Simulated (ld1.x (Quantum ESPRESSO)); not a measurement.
# Configuration tests for Ta (RRKJ)

- Element: Ta (Z = 73)
- Generator: ld1.x (Quantum ESPRESSO) 7.5
- Type: norm-conserving RRKJ (Kleinman–Bylander form)
- Functional: PBE
- Relativity: scalar-relativistic
- Frozen core: [Xe] 4f14
- Valence charge: 5
- Reference configuration: 5d3 6s2 6p0
- Partial waves: 6p (bound, empty): rc 4.20 bohr; 5d (bound): rc 1.85 bohr; 6s (bound): rc 2.00 bohr
- Local potential: the s channel
- Core correction: Bessel-smoothed model core inside 0.78 bohr
- rho0: 0.005

Energies are relative to the spin-unpolarised reference configuration 5d3 6s2 6p0; without spin polarisation the order of configurations can differ from experiment.

```
valence configuration  charge  ΔE all-electron (eV)  error AE − PS (meV)
          5d3 6s0 6p0      +2                23.439                  -38
          5d2 6s0 6p0      +3                47.043                 -256
          5d3 6s1 6p1       0                 4.178                 -7.6
        5d3 6s1.5 6p0    +0.5                 3.461                 -1.4
          5d3 6s0 6p2       0                 8.595                  -43
```

**Question.** What are ΔE and the potential's error for 5d1 6s0 6p0?

**Answer.** ΔE = 82.085 eV all-electron; the error (AE − PS) is -953 meV.

**Question.** What are ΔE and the potential's error for 5d3 6s1 6p0?

**Answer.** ΔE = 8.467 eV all-electron; the error (AE − PS) is -4.7 meV.
